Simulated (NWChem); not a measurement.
Molecule: C$_{4}$H$_{7}$B; SMILES C=CBC=C

```xyz
12

B     -0.7721     0.0378     0.0421
H     -1.9050     0.4740     0.0873
C     -0.5571    -1.5019     0.0154
C      0.6534    -2.0862    -0.0316
H     -1.4295    -2.1675     0.0363
H      0.7839    -3.1744    -0.0496
H      1.5763    -1.4959    -0.0543
C      0.3789     1.0746     0.0151
C      0.1217     2.3949     0.0378
H      1.4340     0.7723    -0.0225
H      0.9108     3.1559     0.0199
H     -0.9091     2.7648     0.0756
```
Atoms are numbered in this order, from 1.

Computed with NWChem. Pople sets run with spherical d functions. The geometry was optimised at PBE0/def2-SVP. Level: PBE0/6-31+G*; rows give the wavelength of the field.

Problem. Order these by “isotropic polarisability (bohr³)”, lowest first: 1065 nm; 589 nm; static.

Solution. static (65.0), 1065 nm (66.1), 589 nm (69.1)
